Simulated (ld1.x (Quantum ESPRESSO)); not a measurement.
## What one change does to a pseudopotential (Cs (Z = 55), TM)

caesium, norm-conserving Troullier–Martins (Kleinman–Bylander form), made with ld1.x (Quantum ESPRESSO) 7.5 (PBE, fully relativistic). Core [Kr] 4d10, reference 5s2 5p6 5d0.5 6s0.5 6p0. Waves: 5s (bound): rc 2.70 bohr; 5p (bound): rc 2.80 bohr; 5d (bound): rc 4.20 bohr; 4f channel at 0.25 Ry: rc 3.65 bohr. Local part: all-electron potential smoothed inside 2.55 bohr (lloc = -1). Core correction: none.

Open shells are filled in proportion to 2j + 1 (rel_dist='average').

Occupied shells without a wave of their own: 6s. They enter only through the test configuration that unscreens the potential.

Change: core correction a·sin(br)/r model core inside 1.62 bohr (6s counted twice).

Cutoffs: the cutoffs (Ry, on a coarse ladder) from which the occupation-weighted sum of valence levels, in a spherical-Bessel basis at the reference potential, stays within 10 and 1 mRy of its value at 400 Ry; they do not see the model core or the augmentation charge, which bear on the density cutoff. Errors are all-electron minus pseudo energies relative to the spin-unpolarised reference configuration.

Problem. What does the change do?

Solution. The potential gets neither clearly harder nor softer (15 Ry and 25 Ry → 15 Ry and 25 Ry); of the 7 tests that both files solve, the error grows in 3 and shrinks in 1 by more than 15 % and 0.3 meV (median size 28.6 → 43.2 meV); neither file shows a bound ghost. In the changed file ld1.x takes every shell without a wave as core, so the model core holds the 6s electrons as well and exchange and correlation see them twice. This cancels in the reference configuration, but the file is broken for other ones, and its errors say nothing about a proper core correction. A model core, the more so a compact one, raises the density cutoff, which this test does not measure.

| quantity | base | changed |
| --- | --- | --- |
| cutoff, loose | 15 Ry | 15 Ry |
| cutoff, tight | 25 Ry | 25 Ry |
| bound ghosts | none | none |
| largest miss of a reference level, eV | 0.06 | 0.06 |
| error for 5s2 5p6 5d0 6s1 6p0, meV [ΔE -0.84 eV] | +28 | +26 |
| error for 5s2 5p6 5d0 6s0 6p0, meV [ΔE 3.02 eV] | -49 | -109 |
| error for 5s2 5p6 5d0 6s0.5 6p0, meV [ΔE 0.63 eV] | +0.4 | -14 |
| error for 5s2 5p5 5d0 6s1 6p0, meV [ΔE 17.07 eV] | +107 | +98 |
| error for 5s2 5p6 5d0 6s0 6p1, meV [ΔE 0.53 eV] | -28 | -43 |
| error for 5s1 5p6 5d0 6s1 6p0, meV [ΔE 30.81 eV] | +93 | +75 |
| error for 5s2 5p6 5d1 6s0 6p0, meV [ΔE 0.83 eV] | -29 | -31 |
| s: phases at 4.53 bohr within 0.05 rad from the reference energy up to (Ry; the scan ends near 5) | -0.2 | -0.2 |
| p1/2: phases at 4.53 bohr within 0.05 rad from the reference energy up to (Ry; the scan ends near 5) | 2.2 | 2.2 |
| p3/2: phases at 4.53 bohr within 0.05 rad from the reference energy up to (Ry; the scan ends near 5) | 2.2 | 2.2 |
| d3/2: phases at 4.53 bohr within 0.05 rad from the reference energy up to (Ry; the scan ends near 5) | 1.1 | 1.1 |
| d5/2: phases at 4.53 bohr within 0.05 rad from the reference energy up to (Ry; the scan ends near 5) | 3.9 | 3.9 |
| f5/2: phases at 4.53 bohr within 0.05 rad from the reference energy up to (Ry; the scan ends near 5) | 0.4 | 0.4 |
| f7/2: phases at 4.53 bohr within 0.05 rad from the reference energy up to (Ry; the scan ends near 5) | 0.4 | 0.4 |
